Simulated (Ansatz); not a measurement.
Cost and result for the atomization energy of `[NH2][SnH]1[NH][SiH2]1` (10 atoms, 10 bonds).

```xyz
10

N    -0.332   -0.084    2.269
Sn    0.153   -0.843    0.459
N    -0.658    0.212   -1.181
Si    0.990    0.482   -1.451
H    -0.257    0.923    2.329
H    -1.249   -0.356    2.600
H    -0.408   -2.455    0.512
H    -1.508    0.429   -1.674
H     1.576    1.840   -1.258
H     1.693   -0.148   -2.605
```

The species carries charge 0 and has multiplicity 1. Correlated methods include outer-core shells of Sn, which these sets cover unevenly. Sn takes the def2 core potential. Geometry: relaxed with PBE0-D4/def2-TZVP. It is one conformer, not always the lowest. Program: Ansatz. All runs use 4 threads of an Arm Neoverse V1 on a shared host. Times are those of one run each, without the atoms' runs, and a repeat can differ threefold. Electronic energies, without spin–orbit coupling; frozen cores. CCSD(T)/CBS adds CCSD(T) − MP2 in def2-TZVPP to the MP2 limit, and its time is that of the two runs behind it. T1 = 0.014. With those shells the extrapolation isn't a true limit. B3LYP takes the VWN-RPA correlation (the form of Gaussian; ORCA's B3LYP/G). HSE06 is the plane-wave form, built on full-range PBE exchange.

CCSD(T)/CBS is a level of theory with its own doubt, some kJ/mol a heavy atom from the limit and from the frozen cores, so smaller differences don't rank the functionals.

```
                             level  functions  wall time
              revPBE-D4/def2-TZVPP        238      1.9 s
   PBE-D4/def2-TZVPP (with forces)        238      2.4 s
                PBE0-D4/def2-TZVPP        238      2.8 s
               BHLYP-D4/def2-TZVPP        238      3.1 s
               HSE06-D4/def2-TZVPP        238      3.3 s
 B3LYP-D4/def2-TZVPP (with forces)        238      4.7 s
r2SCAN-D4/def2-TZVPP (with forces)        238      4.8 s
                  CCSD(T)/def2-SVP        102      5.5 s
               PBE-QIDH/def2-TZVPP        238        6 s
  ωB97M-V/def2-TZVPP (with forces)        238       12 s
                    MP2/def2-QZVPP        446       19 s
                CCSD(T)/def2-TZVPP        238    2.7 min
                 CCSD(T)/CBS(def2)          –      3 min
```

What atomization energy does each give, and how far from CCSD(T)/CBS? (Best estimate.)

Computed: 
```tsv
level	atomization (kcal/mol)	difference from CCSD(T)/CBS	per bond
revPBE-D4/def2-TZVPP	693.1	-15.1	-1.5
PBE-D4/def2-TZVPP (with forces)	712.7	4.5	0.4
PBE0-D4/def2-TZVPP	695.9	-12.3	-1.2
BHLYP-D4/def2-TZVPP	678.9	-29.3	-2.9
HSE06-D4/def2-TZVPP	696.3	-11.9	-1.2
B3LYP-D4/def2-TZVPP (with forces)	703.3	-4.9	-0.5
r2SCAN-D4/def2-TZVPP (with forces)	698.1	-10.1	-1.0
CCSD(T)/def2-SVP	630.0	-78.2	-7.8
PBE-QIDH/def2-TZVPP	688.2	-20.0	-2.0
ωB97M-V/def2-TZVPP (with forces)	704.4	-3.8	-0.4
MP2/def2-QZVPP	698.7	-9.5	-0.9
CCSD(T)/def2-TZVPP	679.4	-28.8	-2.9
CCSD(T)/CBS(def2)	708.2	0.0	0.0
```

In def2-TZVPP, CCSD(T) changes the Hartree–Fock value by +229.6 kcal/mol (the triples alone add +14.0 kcal/mol) and MP2 by +231.5 kcal/mol; breaking electron pairs costs correlation energy, which Hartree–Fock lacks. From BLYP to BHLYP (50 % exact exchange), in def2-TZVPP and without D4, the atomization energy moves by −22.0 kcal/mol: exact exchange takes away binding that semilocal exchange gives to molecules. Leaving LDA and LC-ωPBE aside and taking each functional with its dispersion term where it has one, the values spread over 33.8 kcal/mol, from BHLYP-D4 to PBE-D4. LDA lies +104.4 kcal/mol from PBE without D4, its usual overbinding.

Spin–orbit coupling would lower the free Sn atoms strongly, and the atomization energy with them, by more than many differences here. For some Ge, Se and Sn compounds the MP2-based and the directly extrapolated limit differ by 10 to 25 kJ/mol.
